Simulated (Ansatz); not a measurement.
`C[SiH](S)Cl` + H₂O → `C[SiH](O)S` + HCl at 298.15 K and 1 bar (formal hydrolysis of the Si–Cl bond).

Computed with Ansatz on PBE0-D4/def2-TZVP structures; ΔE is electronic, products minus reactants. CCSD(T)/CBS is the MP2 limit (def2-TZVPP, def2-QZVPP) plus CCSD(T) − MP2 in def2-TZVPP, frozen cores. This one scheme is used for every species. One conformer a species, not always the lowest.

```json
{"species": "`C[SiH](S)Cl`", "CCSD(T)/CBS energy (Eh)": "-1187.79090", "H − E (kJ/mol)": "170.1", "S (J/(mol·K))": "341.6"}
{"species": "H₂O", "CCSD(T)/CBS energy (Eh)": "-76.37941", "H − E (kJ/mol)": "66.4", "S (J/(mol·K))": "188.7"}
{"species": "`C[SiH](O)S`", "CCSD(T)/CBS energy (Eh)": "-803.78841", "H − E (kJ/mol)": "203.7", "S (J/(mol·K))": "336.0"}
{"species": "HCl", "CCSD(T)/CBS energy (Eh)": "-460.38127", "H − E (kJ/mol)": "26.6", "S (J/(mol·K))": "186.8"}
```

H − E and S are ideal-gas, rigid-rotor, harmonic terms from PBE0-D4/def2-TZVP, for one conformer and one mirror image of each species. 1 Eh = 2625.50 kJ/mol, R = 8.31446 J/(mol·K).

Q: By hand: ΔE, ΔH, ΔS and ΔG.

A: ΔE = (-803.78841) + (-460.38127) − (-1187.79090) − (-76.37941) = 0.00063 Eh = 1.7 kJ/mol. Δ(H − E) = 203.7 + 26.6 − 170.1 − 66.4 = -6.2, so ΔH = -4.5 kJ/mol. ΔS = 336.0 + 186.8 − 341.6 − 188.7 = -7.5 J/(mol·K). ΔG = -4.5 − 298.15 × (-7.5)/1000 = -2.3 kJ/mol.

Q: By hand: the equilibrium constant, and the temperature at which ΔG would vanish if ΔH and ΔS stayed fixed.

A: log₁₀ K = −ΔG/(RT ln 10) = 0.4. ΔG = 0 at ΔH/ΔS = 600 K, though so small a ΔH makes that figure unsure.

TΔS isn't small against ΔH here. The sign of ΔG lies within the doubt. A doubt of 5 kJ/mol in ΔE shifts log₁₀ K by 0.9 here. Other conformers and mirror images would add mixing entropy, several J/(mol·K) or more a flexible species. These are equilibria of isolated gas molecules and say nothing of rates. Largest T1 diagnostic: 0.011 (customary marks: 0.02 for closed shells, 0.045 for open ones).
